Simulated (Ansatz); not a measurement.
`BC1C=N1` + `C[SiH2]O` → `BO[SiH2]C` + `C1=NC1`  (ligand exchange at a B–C bond)

Isolated molecules relaxed with PBE0-D4/def2-TZVP in Ansatz; ΔE leaves out vibrations. CCSD(T)/CBS is the MP2 limit (def2-TZVPP, def2-QZVPP) plus CCSD(T) − MP2 in def2-TZVPP, frozen cores. This one scheme is used for every species. Functionals use def2-TZVPP. B3LYP here is the variant with VWN-RPA as its local correlation; programs differ in this. Each species was taken in one conformer, which may not be the lowest.

`BC1C=N1`:

```xyz
8

B     0.967    0.795   -0.224
C    -0.444    0.289    0.034
C    -0.683   -1.147    0.298
N    -0.994   -0.906   -0.866
H     1.295    1.886    0.140
H     1.758    0.083   -0.771
H    -1.240    0.952    0.368
H    -0.658   -1.951    1.022
```

`C[SiH2]O`:

Cartesian coordinates in Å:
```
C 0.567 0.074 -1.024
Si -0.422 -0.419 0.476
O -0.118 0.545 1.782
H 0.371 -0.615 -1.850
H 1.638 0.053 -0.810
H 0.306 1.081 -1.363
H -0.055 -1.787 0.916
H -1.873 -0.384 0.130
H -0.414 1.454 1.744
```

`BO[SiH2]C`:

Z-matrix (Å, degrees):
```
Si
O 1 1.663
C 1 1.855 2 108.8
H 1 1.485 2 106.8 3 120.0
H 1 1.488 2 109.0 3 -121.7
B 2 1.345 1 132.5 3 120.3
H 3 1.092 1 111.0 2 -62.7
H 3 1.093 1 110.3 2 177.5
H 3 1.092 1 110.8 2 57.8
H 6 1.205 2 120.2 1 0.2
H 6 1.200 2 118.1 1 -179.7
```

`C1=NC1`:

```xyz
6

C     0.776    0.191   -0.196
N     0.564    0.028    1.021
C    -0.605   -0.140    0.054
H     1.596    0.437   -0.858
H    -1.365    0.637    0.075
H    -0.967   -1.153   -0.096
```

```csv
level,ΔE (kcal/mol)
PBE-QIDH,-28.4
BLYP,-27.6
B3LYP,-28.6
CAM-B3LYP,-29.9
```

**Question.** What does CCSD(T)/CBS give? (Best estimate.)

**Answer.** Ansatz gave: -28.1 kcal/mol. The listed levels differ from it by -0.3, 0.5, -0.5, -1.8 kcal/mol.

Largest T1 diagnostic among the species: 0.013.

At CCSD(T), def2-SVP lies −5.5 kcal/mol from the extrapolated value and def2-TZVPP −0.5 kcal/mol. Leaving LDA and LC-ωPBE aside and taking each functional with its dispersion term where it has one, the values, not all of them listed here, spread over 4.4 kcal/mol, from BHLYP-D4 to revPBE-D4. LDA lies −1.1 kcal/mol from PBE without D4. In def2-TZVPP, CCSD(T) changes the Hartree–Fock value by +3.2 kcal/mol (the triples alone add +0.7 kcal/mol) and MP2 by +3.9 kcal/mol.
